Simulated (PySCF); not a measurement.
# AsF: frontier orbitals

CAM-B3LYP at R = 1.755 Å; As x2c-SVPall, F x2c-SVPall; spin-free X2C with a Gaussian nucleus (PySCF 2.14). State: ³Σ⁻ (triplet), unpaired electrons π ↑↑. Only the outer orbitals are listed, counted within each symmetry.

```csv
spin,orbital,occ.,ε (eV),on As (%),main shells (%)
α,8σ,1,-33.25,7,91 F s
α,9σ,1,-19.17,77,"77 As s, 18 F p"
α,4π,1,-13.50,11,"89 F p, 10 As p"
α,4π,1,-13.50,11,"89 F p, 10 As p"
α,10σ,1,-13.30,37,"62 F p, 18 As p, 18 As s"
α,5π,1,-7.84,91,"90 As p, 9 F p"
α,5π,1,-7.84,91,"90 As p, 9 F p"
α,11σ,0,0.55,92,"84 As p, 11 F p"
α,12σ,0,6.31,101,101 As s
α,2δ,0,12.43,100,100 As d
β,8σ,1,-32.91,7,92 F s
β,9σ,1,-17.57,64,"63 As s, 31 F p"
β,4π,1,-12.80,8,92 F p
β,4π,1,-12.80,8,92 F p
β,10σ,1,-12.55,49,"50 F p, 31 As s, 18 As p"
β,5π,0,-1.56,94,94 As p
β,5π,0,-1.56,94,94 As p
β,11σ,0,1.14,93,"84 As p, 10 F p"
```

Problem. Which are the highest filled and the lowest empty level, where do they sit, and how wide is the gap?

Solution. Highest filled α 5π at -7.84 eV (in %: 90 As p, 9 F p); lowest empty β 5π at -1.56 eV (in %: 94 As p); the gap at CAM-B3LYP is 6.28 eV. Both belong to one degenerate shell, split only by its one-sided filling, so this is no excitation gap.

```
bond order (Mayer)                              : 0.98
⟨S²⟩                                            : 2.003
charge on As (Mulliken, basis-dependent)        : 0.38
charge on As (Löwdin, basis-dependent)          : 0.25
dipole moment (positive dipole means As(−)F(+)) : -1.90 D
polarisability along the bond                   : 22.7 bohr³
polarisability across the bond                  : 17.0 bohr³
```

Shares are Mulliken populations and can fall outside 0 to 100 %.

Spin–orbit coupling is left out. The state is the lowest determinant that a PBE0 search found; another state may lie lower at other levels.
